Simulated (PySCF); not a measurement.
Species: C4H7F4Si (doublet state).
Structure used (GFN2-xTB), in Å, numbered top down from 1:
```
atom  x, y, z in Å
C1     2.147   -0.480    0.066
C2     0.879    0.183   -0.291
C3    -0.297    0.161    0.621
C4    -0.973    1.527    0.742
F5    -0.126    2.409    1.364
Si6   -1.442   -1.148   -0.120
F7    -0.748   -2.573   -0.176
F8    -2.842   -1.417    0.590
F9    -1.839   -0.801   -1.616
H10    2.744   -0.685   -0.820
H11    2.748    0.157    0.728
H12    1.964   -1.413    0.600
H13    0.830    0.807   -1.166
H14    0.028   -0.145    1.621
H15   -1.204    1.950   -0.240
H16   -1.879    1.478    1.354
```

The hyperfine couplings belong to this conformer and change with its torsions.

As a line formula: `C[CH][C@@H](CF)[Si](F)(F)F` [radical].

Method: PySCF, UKS B3LYP, pcH-1 on C F H Si, non-relativistic, mean-field spin-orbit, GIAO. One conformer (not necessarily the lowest) at the GFN2-xTB geometry, without solvent, vibrations or thermal averaging. Couplings are sensitive to structure, and on GFN2-xTB geometries they can be far from those on DFT ones. The SCF solution wasn't tested for stability.

Largest spin populations (Mulliken): C2 (+0.99), C1 (-0.08), C3 (-0.07) and H11 (+0.06). C2 is the only atom above +0.15. The positive populations add up to 1.20 and the negative ones to -0.20, together 2S = 1. The angles at C2 add up to 359.5°, so it is planar; its axial dipolar tensor and the negative coupling of its proton fit spin in a p orbital normal to that plane.

Find Q in a(H) = Q·ρ(C) for the protons on the planar carbons that carry spin.

```
  H   C    ρ(C)  a(H) (G)  a/ρ (G)
H13  C2  +0.994    -22.02    -22.2
```

One proton gives one ratio, Q = -22.2 G, and no test of linearity.

List the C–H protons on four-coordinate carbons next to a three-coordinate spin centre, with their couplings and θ (C–H bond against the normal to the plane of the centre's neighbours, projected along the bond that joins the two).

| β H | on | centre | θ (°) | cos²θ | a (G) |
| --- | --- | --- | --- | --- | --- |
| H10 | C1 | C2 | 65 | 0.18 | +9.85 |
| H11 | C1 | C2 | 5 | 0.99 | +54.92 |
| H12 | C1 | C2 | 57 | 0.30 | +17.88 |
| H14 | C3 | C2 | 71 | 0.11 | +10.48 |

Fitting the Heller–McConnell form a = ρ(B0 + B2 cos²θ), with Mulliken ρ = 0.99, gives B0 = 2.5 G and B2 = 52.8 G, with a largest miss of 2.2 G. By this fit the coupling would be 55.0 G at θ = 0° and 2.5 G at 90°.

What would the freely rotating methyl group on C1 show?

Three equal couplings, a 1:3:3:1 quartet. The mean of the three values of this geometry estimates the splitting: 27.5 G, or 77.2 MHz (three bonds 120° apart have a mean cos²θ of 1/2 at any torsion).

Couplings in gauss use g_iso = 2.0029.
